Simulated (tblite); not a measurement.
A tight-binding relaxation on `[SiH3]COC[SiH](P)P`.

Computed with GFN2-xTB geometry optimisation, gas phase (tblite 0.8.0). Start geometry: from a force field or distance geometry. The command runs a driver script over a list of jobs; the input below is this job's line of settings and its coordinates in Å.

Command:
```bash
OMP_NUM_THREADS=1 python probes_run.py task.json out
```

Input:
```
{"job": {"kind": "relax", "xc": "GFN2-xTB", "basis": "xTB"}, "charge": 0, "multiplicity": 1}
Si    -3.600500     0.366000    -0.563400
C     -2.149100    -0.263300     0.415700
O     -0.832000     0.033100    -0.099000
C      0.213100    -0.496200     0.705100
Si     1.959800    -0.106900     0.171100
P      3.420700    -1.080100     1.521300
P      2.317000     2.088600     0.242700
H     -4.869100    -0.021900     0.114600
H     -3.616600    -0.214300    -1.931200
H     -3.591500     1.851600    -0.656800
H     -2.215800     0.148600     1.434600
H     -2.242200    -1.360200     0.506100
H      0.095500    -1.592600     0.742600
H      0.085300    -0.137100     1.735600
H      2.234800    -0.575100    -1.212200
H      3.281500    -2.395100     1.040500
H      4.588500    -0.785000     0.775400
H      1.431600     2.436000    -0.799400
H      3.479300     2.113200    -0.550200
```

Output:
```
step      E/eV     max force
  0    -623.64783    1.648
  1    -623.77477    0.669
  2    -623.81360    0.448
  3    -623.83273    0.390
  4    -623.85024    0.371
  5    -623.85977    0.335
  6    -623.86618    0.255
  7    -623.87213    0.208
  8    -623.87863    0.215
  9    -623.88540    0.210
... (206 lines left out)
216    -624.07430    0.018
217    -624.07438    0.021
218    -624.07448    0.021
219    -624.07457    0.018
220    -624.07466    0.018
221    -624.07473    0.015
222    -624.07478    0.014
223    -624.07481    0.017
224    -624.07484    0.010
225    -624.07486    0.006
```

«max force» is the largest atomic force in eV/Å.

From which step on does the largest force stay under 0.1 eV/Å, and how much energy is left to gain from there?

From step 158 (0.087 eV/Å), 9.2 meV above the end.

Summary of the converged run: energy lowered by 9.8 kcal/mol over 225 steps; largest atomic force 0.006 eV/Å at the end.

Give the final coordinates.

0.993 Å rms from the input after alignment:
```
atom  x, y, z in Å
Si1   -3.0282    1.0767   -0.2956
C2    -2.0364   -0.3440    0.5063
O3    -0.7009   -0.2177    0.0603
C4     0.2068   -1.1473    0.6129
Si5    1.8991   -0.4391    0.0539
P6     3.2868   -0.3251    1.8266
P7     1.1213    1.5873   -0.4845
H8    -4.4003    0.9908    0.2129
H9    -3.0172    0.8816   -1.7456
H10   -2.4087    2.3460    0.0702
H11   -2.0687   -0.2929    1.6037
H12   -2.4286   -1.3311    0.2220
H13   -0.0049   -2.1570    0.2410
H14    0.1121   -1.1714    1.7070
H15    2.4399   -1.2904   -1.0285
H16    3.7547   -1.6199    1.6923
H17    4.3411    0.1939    1.0994
H18    0.6217    1.2029   -1.7124
H19    2.3003    2.0659   -1.0488
```

On one thread, Arm Neoverse N1 (aarch64) (shared host), this took 4.0 s.
Labels such as C1 count atoms from 1, the log's own numbers from 0.
